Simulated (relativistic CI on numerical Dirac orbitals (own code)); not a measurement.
**Ligand-field terms of d3**

Computed with a parametric ligand-field model of a d^n configuration (Racah B and C, spin-orbit zeta, crystal field), exact diagonalisation.

Field parameters in Wybourne normalisation: Td as Oh with Dq negative (B⁴₀ = 21Dq, B⁴₄ = √(5/14) B⁴₀). The field is a parameter set, without covalency.

Task: Ground term and bands for B = 660, C = 2570, ζ = 0 cm⁻¹, Td, 10Dq = -8380 cm⁻¹?

Result: Ground term 4T1 with 1.94 electrons in the two orbitals of the cubic e set. Spin-allowed: 4T2 7422 cm⁻¹ (1347 nm), 4A2 15802 cm⁻¹ (633 nm), 4T1 16364 cm⁻¹ (611 nm). Lowest spin-forbidden: 2E 4114 cm⁻¹ (2431 nm), 2T1 11133 cm⁻¹ (898 nm), 2T2 11452 cm⁻¹ (873 nm).

Task: Ground term and bands for B = 660, C = 2570, ζ = 0 cm⁻¹, Td, 10Dq = -660 cm⁻¹?

Result: Ground term 4T1 with 1.82 electrons in the two orbitals of the cubic e set. Spin-allowed: 4T2 535 cm⁻¹, 4A2 1195 cm⁻¹, 4T1 10310 cm⁻¹ (970 nm). Lowest spin-forbidden: 2E 10554 cm⁻¹ (948 nm), 2T2 10603 cm⁻¹ (943 nm), 2T1 10733 cm⁻¹ (932 nm).

Task: Ground term and bands for B = 660, C = 2570, ζ = 0 cm⁻¹, Td, 10Dq = -1850 cm⁻¹?

Result: Ground term 4T1 with 1.85 electrons in the two orbitals of the cubic e set. Spin-allowed: 4T2 1530 cm⁻¹, 4A2 3380 cm⁻¹ (2959 nm), 4T1 11109 cm⁻¹ (900 nm). Lowest spin-forbidden: 2E 10079 cm⁻¹ (992 nm), 2T2 10952 cm⁻¹ (913 nm), 2T1 11099 cm⁻¹ (901 nm).

Task: Ground term and bands for B = 660, C = 2570, ζ = 0 cm⁻¹, Td, 10Dq = -3040 cm⁻¹?

Result: Ground term 4T1 with 1.87 electrons in the two orbitals of the cubic e set. Spin-allowed: 4T2 2557 cm⁻¹, 4A2 5597 cm⁻¹ (1787 nm), 4T1 11974 cm⁻¹ (835 nm). Lowest spin-forbidden: 2E 9152 cm⁻¹ (1093 nm), 2T2 11178 cm⁻¹ (895 nm), 2T1 11224 cm⁻¹ (891 nm).

Task: Ground term and bands for B = 660, C = 2570, ζ = 0 cm⁻¹, Td, 10Dq = -4820 cm⁻¹?

Result: Ground term 4T1 with 1.90 electrons in the two orbitals of the cubic e set. Spin-allowed: 4T2 4140 cm⁻¹ (2415 nm), 4A2 8960 cm⁻¹ (1116 nm), 4T1 13361 cm⁻¹ (748 nm). Lowest spin-forbidden: 2E 7539 cm⁻¹ (1326 nm), 2T1 11240 cm⁻¹ (890 nm), 2T2 11355 cm⁻¹ (881 nm).
